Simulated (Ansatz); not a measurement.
Species: [Hf(Cl)4] (charge 0, multiplicity 1).

Q: Give a relaxed geometry from r2SCAN-D4/def2-SVP (Ansatz, a quantum-chemistry and plane-wave program).

A: the end point of this relaxation.
Z-matrix (Å, degrees):
```
Hf
Cl 1 2.3328
Cl 1 2.3328 2 109.47
Cl 1 2.3328 2 109.47 3 120.00
Cl 1 2.3328 2 109.47 3 -120.00
```
